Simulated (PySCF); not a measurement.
Adding and removing an electron: ZnCl

PBE0; basis Zn cc-pVDZ-PP with ECP10, Cl cc-pV(D+d)Z; scalar-relativistic core potentials; PySCF 2.14. Neutral (UKS): doublet (σ ↑), Re = 2.142 Å, ωe = 385 cm⁻¹, De = 2.26 eV, HOMO -6.66 eV, LUMO -3.65 eV.

ZnCl⁺ (UKS): singlet (closed shell), Re = 2.036 Å, ωe = 478 cm⁻¹, De = 2.63 eV to Zn⁺ + Cl. The energies at the minima are -687.11775 hartree for ZnCl and -686.78875 for ZnCl⁺.

(1) Work out the adiabatic ionisation energy, without and with harmonic zero-point energies (1 hartree = 27.2114 eV, 1 eV = 8065.5 cm⁻¹), and the change of the bond length.

For an ion De counts to the pair picked by the measured ionisation energies or electron affinities, which need not be the lowest pair at this level. States were picked by a PBE0 search and need not be the measured ground states.

Answers

(1) At PBE0: 0.32900 hartree = 8.953 eV between the minima; the zero-point term (478.0 − 385.0)/2 cm⁻¹ = +0.006 eV makes it 8.958 eV. Re changes by -10.6 pm against the neutral. The electron leaves a σ orbital, and the shorter bond of the ion fits an antibonding orbital, or a change in how ionic the bond is.
